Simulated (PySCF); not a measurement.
## Correlation energy of Cl⁺ (chlorine, charge +1)

[Ne] 3s2 3p4, high-spin 3P determinant. Computed with PySCF 2.14 in Sapporo-DZP-2012 (5s4p2d, 27 functions), with scalar relativity by spin-free X2C-1e. Frozen: [Ne]; 6 electrons correlated.

MP2 pair energies summed by pair of shells (mhartree):

```tsv
pair	energy	share (%)
3p-3p	-45.57	49.8
3s-3p	-39.03	42.6
3s-3s	-6.92	7.6
```

Total MP2 correlation energy: -91.52 mhartree.

Same-spin part -23.40 and opposite-spin part -68.12 mhartree; SCS-MP2 scales them by 1/3 and 6/5 to -89.55 mhartree.

| level | correlation energy (mhartree) |
| --- | --- |
| CCSD | -113.56 |
| (T) | -1.41 |
| CCSD(T) | -114.97 |

Diagnostics: T1 = 0.0082, D1 = 0.0277, largest double amplitude 0.056.

Cost of the coupled-cluster step: 0.15 s of wall time on 1 thread of Intel(R) Xeon(R) Platinum 8559C (shared host), for 6 correlated electrons.
